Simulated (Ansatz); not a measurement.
Reaction (ligand exchange at the Sn–S bond): `C[O][SnH2][SH]` + CH₃SH → `C[O][SnH2][S]C` + H₂S

Gas-phase electronic energies from Ansatz, PBE0-D4/def2-TZVP geometries. CBS: MP2 limit from def2 TZ/QZ plus the TZ coupled-cluster correction, frozen cores. This one scheme is used for every species. def2 core potentials past Kr. For Sn outer-core shells are correlated without core-valence functions, which leaves a few kJ/mol of doubt a bond. One conformer a species, not always the lowest.

`C[O][SnH2][SH]`:

Z-matrix (Å, degrees):
```
C
O 1 1.405
H 1 1.100 2 112.4
H 1 1.098 2 112.3 3 122.3
H 1 1.094 2 108.2 3 -118.8
Sn 2 1.962 1 119.7 3 -63.5
S 6 2.399 2 108.6 1 -54.8
H 6 1.695 2 103.8 1 -171.8
H 6 1.707 2 108.2 1 62.9
H 7 1.343 6 93.2 2 95.3
```

CH₃SH:

Z-matrix (Å, degrees):
```
C
S 1 1.806
H 1 1.089 2 111.5
H 1 1.089 2 111.5 3 -123.8
H 1 1.090 2 106.2 3 118.1
H 2 1.342 1 97.1 3 61.9
```

`C[O][SnH2][S]C`:

```xyz
13

C     1.306   -0.694   -1.757
O     0.040   -0.451   -1.202
Sn   -0.426   -1.219    0.551
S    -2.037    0.295    1.415
C    -1.074    1.832    1.265
H     1.394   -1.710   -2.165
H     1.464    0.009   -2.580
H     2.125   -0.550   -1.036
H     1.047   -1.212    1.427
H    -1.129   -2.760    0.358
H    -0.741    1.981    0.239
H    -0.221    1.835    1.943
H    -1.747    2.644    1.542
```

H₂S:

Cartesian coordinates in Å:
```
S 0.494 0.166 0.335
H -0.719 0.703 0.141
H 0.225 -0.869 -0.476
```

```
         species  CCSD(T)/CBS(def2) energy (Eh)
`C[O][SnH2][SH]`                     -728.65113
           CH₃SH                     -438.22835
`C[O][SnH2][S]C`                     -767.90454
             H₂S                     -398.97279
```

Question: Work out ΔE.

Answer: ΔE = (-767.90454) + (-398.97279) − (-728.65113) − (-438.22835) = 0.00215 Eh = +5.6 kJ/mol.

Largest T1 diagnostic among the species: 0.013.

In def2-TZVPP, CCSD(T) changes the Hartree–Fock value by −6.3 kJ/mol (the triples alone add −1.0 kJ/mol) and MP2 by −7.1 kJ/mol. The D4 term adds −4.3 kJ/mol with B3LYP and −2.5 kJ/mol with PBE0; it sums over pairs of atoms, weighted by their polarisabilities, and B3LYP, whose exchange is more repulsive, gets the larger term.

B3LYP here is the variant with VWN-RPA as its local correlation; programs differ in this.
